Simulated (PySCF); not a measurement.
H₂VN, singlet: structure and spectrum

Level of theory: PySCF, PBE0, basis V def2-TZVP, N def2-TZVP, H def2-TZVP (no relativity, density fitting).

The structure is a saddle point with 1 imaginary mode.

```xyz
4
charge 0 multiplicity 1, angstrom
V     0.0000    0.0000   -0.2970
N     0.0000    0.0000    1.2045
H     1.5927    0.0000   -0.8619
H    -1.5927    0.0000   -0.8619
```

```
Point group                                                                   : C2v
Bond lengths                                                                  : V–H 1.690 Å (×2), V–N 1.501 Å
Bond angles                                                                   : H–V–H 140.9°, H–V–N 109.5° (×2)
Rotational constants                                                          : 3.297, 0.6409, 0.5366 cm⁻¹
Atomisation energy without zero-point energy                                  : 882 kJ/mol
Highest occupied level                                                        : -7.82 eV
Principal polarisabilities                                                    : 26.1, 46.6, 50.1 bohr³
Dipole moment                                                                 : 1.81 D
Principal quadrupole moments (Buckingham, traceless) about the centre of mass : -7.37, -1.55, 8.92 D Å
Zero-point energy (real modes)                                                : 35.5 kJ/mol
Lowest empty level                                                            : -3.98 eV
```

Harmonic modes (masses in u: V 50.944, N 14.003, H 1.008):
| symmetry | ω (cm⁻¹) | IR (km/mol) | type |
| --- | --- | --- | --- |
| b1 | 717i | – | bend |
| b2 | 503 | 49.1 | bend |
| a1 | 698 | 49.0 | bend |
| a1 | 1248 | 133 | stretch |
| b2 | 1701 | 718 | stretch |
| a1 | 1778 | 139 | stretch |

In C2v the vibrations span b1 + 2b2 + 3a1. Here b1 is antisymmetric to the molecular plane and b2 lies in it.

Charges (e):
```
atom  Mulliken  Löwdin  polar tensor  Mayer order to V1
  V1      0.79    0.45          1.49                  –
  N2     -0.43   -0.17         -0.57               2.99
H3,4     -0.18   -0.14         -0.46               0.86
```

Mulliken populations on V1: s 6.32, p 12.52, d 3.36, f 0.02.

This need not be the most stable arrangement of these atoms. At this level a singlet minimum of Cs symmetry lies 43 kJ/mol below this structure.

The final relaxation and frequency run took roughly 110 core-seconds on a shared host.
